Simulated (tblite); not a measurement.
Record of a relaxation.

Compound: C5H9FN2Si.
Numbering: `[CH3:1][C@H:2]([NH:3][SiH3:4])/[C:5]([C:6]#[N:7])=[CH:8]/[F:9]` (hydrogens: H10, H11, H12 on C1; H13 on C2; H14 on N3; H15, H16, H17 on Si4; H18 on C8)

Computed with GFN2-xTB (tblite), gas phase: L-BFGS steps from a force-field or distance-geometry start until the largest atomic force falls under 0.01 eV/Å. 7 of its 144 geometries are shown.

Step 0: E = -749.6875 eV, largest atomic force 1.703 eV/Å
```
atom  x, y, z in Å  |  force x, y, z in eV/Å
C1     -0.662    1.806   -0.478   -0.858   0.380  -0.117
C2     -0.071    0.568    0.185    0.788   0.149   0.283
N3      1.109    0.124   -0.590   -1.329   0.959  -0.464
Si4     2.383   -0.816    0.009    0.680  -0.985   1.053
C5     -1.153   -0.489    0.367    0.254  -0.240  -0.217
C6     -1.985   -0.402    1.516   -0.367   0.364   0.914
N7     -2.631   -0.289    2.469    0.729  -0.163  -1.143
C8     -1.349   -1.480   -0.505   -0.340  -0.389  -0.081
F9     -2.314   -2.413   -0.341    0.349   0.445   0.041
H10    -1.025    1.589   -1.488    0.172  -0.085   0.174
H11    -1.525    2.192    0.094    0.364  -0.255  -0.131
H12     0.064    2.613   -0.540    0.100  -0.087   0.030
H13     0.279    0.880    1.198   -0.291  -0.224  -0.217
H14     1.538    0.942   -1.025   -0.553  -0.152  -0.134
H15     1.802   -2.066    0.551    0.152   0.307  -0.117
H16     3.310   -1.064   -1.093   -0.103   0.080   0.002
H17     3.029   -0.017    1.081    0.114  -0.322  -0.042
H18    -0.805   -1.672   -1.421    0.137   0.218   0.165
```

Step 24: E = -749.9472 eV, largest atomic force 0.081 eV/Å
```
atom  x, y, z in Å  |  force x, y, z in eV/Å
C1     -0.709    1.826   -0.452   -0.001  -0.015   0.042
C2     -0.041    0.619    0.212   -0.035  -0.015   0.032
N3      1.098    0.161   -0.540   -0.057   0.057  -0.008
Si4     2.354   -0.833    0.090   -0.064   0.030  -0.024
C5     -1.092   -0.474    0.366   -0.001  -0.003   0.015
C6     -1.917   -0.362    1.507   -0.008   0.005  -0.057
N7     -2.562   -0.225    2.445    0.010  -0.011  -0.008
C8     -1.246   -1.444   -0.532    0.000   0.022   0.008
F9     -2.191   -2.383   -0.430    0.065   0.003  -0.029
H10    -1.042    1.562   -1.456    0.037   0.025   0.034
H11    -1.572    2.140    0.130   -0.004   0.006  -0.012
H12    -0.012    2.660   -0.509    0.011  -0.034  -0.023
H13     0.263    0.902    1.232    0.057   0.021  -0.021
H14     1.266    0.712   -1.365   -0.011  -0.010  -0.018
H15     1.703   -2.048    0.579    0.042  -0.049   0.012
H16     3.213   -1.032   -1.073    0.010  -0.041   0.004
H17     3.101   -0.217    1.193   -0.010   0.024   0.016
H18    -0.621   -1.560   -1.407   -0.041  -0.017   0.037
```

Step 48: E = -749.9891 eV, largest atomic force 0.071 eV/Å
```
atom  x, y, z in Å  |  force x, y, z in eV/Å
C1     -0.699    1.879   -0.406   -0.002  -0.018   0.020
C2     -0.027    0.662    0.231    0.059  -0.017  -0.011
N3      1.138    0.279   -0.510    0.009  -0.050  -0.043
Si4     2.309   -0.836    0.089    0.024  -0.003  -0.008
C5     -1.064   -0.451    0.357    0.005   0.018  -0.002
C6     -1.921   -0.350    1.473   -0.014  -0.053  -0.037
N7     -2.590   -0.234    2.397   -0.007   0.017   0.005
C8     -1.159   -1.433   -0.536   -0.016   0.011   0.013
F9     -2.066   -2.409   -0.457    0.001   0.004  -0.006
H10    -1.035    1.630   -1.413   -0.005   0.027   0.015
H11    -1.558    2.182    0.186    0.005   0.069  -0.014
H12     0.013    2.700   -0.465   -0.045   0.004   0.015
H13     0.303    0.916    1.245   -0.022   0.006   0.020
H14     1.001    0.350   -1.505   -0.030  -0.016  -0.040
H15     1.731   -2.104    0.562    0.017   0.012  -0.013
H16     3.162   -1.069   -1.073    0.027   0.017   0.043
H17     2.963   -0.167    1.211    0.024  -0.011   0.011
H18    -0.511   -1.539   -1.396   -0.027  -0.019   0.033
```

Step 72: E = -750.0035 eV, largest atomic force 0.060 eV/Å
```
atom  x, y, z in Å  |  force x, y, z in eV/Å
C1     -0.660    1.893   -0.370   -0.002  -0.005  -0.012
C2     -0.027    0.623    0.205    0.010   0.011   0.013
N3      1.107    0.210   -0.567   -0.005   0.023  -0.031
Si4     2.353   -0.791    0.075    0.007  -0.002  -0.021
C5     -1.099   -0.454    0.337    0.004  -0.015   0.005
C6     -1.978   -0.328    1.434   -0.007   0.037  -0.002
N7     -2.669   -0.203    2.340   -0.007   0.025   0.016
C8     -1.213   -1.467   -0.517   -0.007  -0.007  -0.017
F9     -2.155   -2.407   -0.404   -0.002  -0.015  -0.017
H10    -1.037    1.700   -1.373   -0.020   0.010  -0.006
H11    -1.481    2.230    0.258    0.006  -0.018  -0.015
H12     0.089    2.680   -0.423   -0.003  -0.013  -0.001
H13     0.335    0.840    1.216    0.004  -0.014   0.036
H14     0.936    0.225   -1.562   -0.027  -0.002   0.053
H15     1.874   -2.108    0.515    0.004  -0.019   0.017
H16     3.287   -0.934   -1.033    0.019   0.013  -0.019
H17     2.895   -0.066    1.223    0.009  -0.009   0.012
H18    -0.566   -1.637   -1.365    0.016  -0.003  -0.010
```

Step 95: E = -750.0091 eV, largest atomic force 0.026 eV/Å
```
atom  x, y, z in Å  |  force x, y, z in eV/Å
C1     -0.652    1.872   -0.346    0.006  -0.002   0.007
C2     -0.030    0.591    0.219    0.000  -0.011  -0.005
N3      1.096    0.179   -0.562    0.006   0.000  -0.014
Si4     2.394   -0.771    0.057   -0.007  -0.002   0.003
C5     -1.124   -0.467    0.334    0.003  -0.001   0.015
C6     -2.025   -0.274    1.403   -0.007   0.018   0.011
N7     -2.718   -0.071    2.293   -0.020  -0.010  -0.006
C8     -1.238   -1.488   -0.511    0.007   0.009   0.004
F9     -2.210   -2.400   -0.424    0.013   0.004   0.000
H10    -1.051    1.690   -1.343    0.006  -0.007   0.006
H11    -1.458    2.220    0.295   -0.003   0.001   0.003
H12     0.109    2.646   -0.409    0.002   0.007   0.002
H13     0.335    0.789    1.235   -0.011   0.005  -0.011
H14     0.900    0.176   -1.551    0.006   0.000   0.001
H15     1.994   -2.128    0.459    0.005   0.013   0.004
H16     3.339   -0.824   -1.053    0.000   0.004  -0.006
H17     2.896   -0.049    1.226   -0.009  -0.019  -0.015
H18    -0.564   -1.683   -1.333    0.003  -0.009   0.002
```

Step 119: E = -750.0125 eV, largest atomic force 0.040 eV/Å
```
atom  x, y, z in Å  |  force x, y, z in eV/Å
C1     -0.635    1.876   -0.310   -0.015   0.001  -0.008
C2     -0.028    0.582    0.241   -0.004   0.010  -0.010
N3      1.081    0.168   -0.565   -0.013  -0.010  -0.002
Si4     2.408   -0.769    0.005    0.008   0.004  -0.023
C5     -1.135   -0.463    0.354    0.014  -0.008  -0.024
C6     -2.108   -0.219    1.348    0.016   0.009  -0.035
N7     -2.878    0.011    2.166   -0.007   0.008   0.020
C8     -1.208   -1.523   -0.447    0.004   0.013   0.000
F9     -2.192   -2.423   -0.380    0.004  -0.005   0.017
H10    -1.030    1.701   -1.310   -0.011   0.015  -0.003
H11    -1.442    2.228    0.327    0.009  -0.004   0.012
H12     0.134    2.643   -0.370   -0.009  -0.015   0.018
H13     0.351    0.764    1.254   -0.004  -0.004  -0.005
H14     0.863    0.176   -1.549    0.006   0.001   0.000
H15     2.049   -2.148    0.369    0.002  -0.009   0.007
H16     3.341   -0.760   -1.118   -0.017  -0.007   0.008
H17     2.906   -0.074    1.188    0.010   0.000   0.024
H18    -0.486   -1.763   -1.214    0.006   0.000   0.001
```

Step 143: E = -750.0148 eV, largest atomic force 0.009 eV/Å
```
atom  x, y, z in Å  |  force x, y, z in eV/Å
C1     -0.634    1.889   -0.279    0.001   0.001  -0.003
C2     -0.030    0.579    0.236    0.001   0.000   0.001
N3      1.073    0.172   -0.580   -0.002  -0.002   0.009
Si4     2.402   -0.771   -0.024    0.004   0.002  -0.003
C5     -1.138   -0.464    0.342    0.003  -0.002   0.001
C6     -2.147   -0.179    1.288   -0.005   0.001   0.001
N7     -2.944    0.086    2.068    0.000  -0.001   0.002
C8     -1.173   -1.562   -0.408   -0.001  -0.001  -0.001
F9     -2.150   -2.469   -0.326   -0.003   0.001  -0.002
H10    -1.040    1.746   -1.279   -0.005   0.001  -0.002
H11    -1.431    2.229    0.378    0.003  -0.001   0.001
H12     0.140    2.652   -0.323    0.002   0.003   0.001
H13     0.356    0.740    1.250    0.001  -0.001   0.000
H14     0.850    0.189   -1.563    0.003  -0.002  -0.004
H15     2.050   -2.154    0.333   -0.002   0.001   0.002
H16     3.325   -0.756   -1.153   -0.002  -0.001   0.002
H17     2.908   -0.091    1.167    0.000   0.001  -0.005
H18    -0.424   -1.830   -1.139    0.005  -0.001  -0.001
```

Question: Summarise the path.

Answer: The energy falls by 0.3273 eV from step 0 to step 143; nine tenths of that is first reached at step 45. It never rises by more than 0.2 meV. The largest force goes from 1.703 to 0.009 eV/Å. Among the bonds C2–N3 changes most, from 1.480 to 1.432 Å; the atoms move by 0.389 Å rms after alignment.

The cost below is that of the whole relaxation. The run took 0.66 s of wall time on one thread, AMD EPYC 9R45 (x86_64), on a shared host.
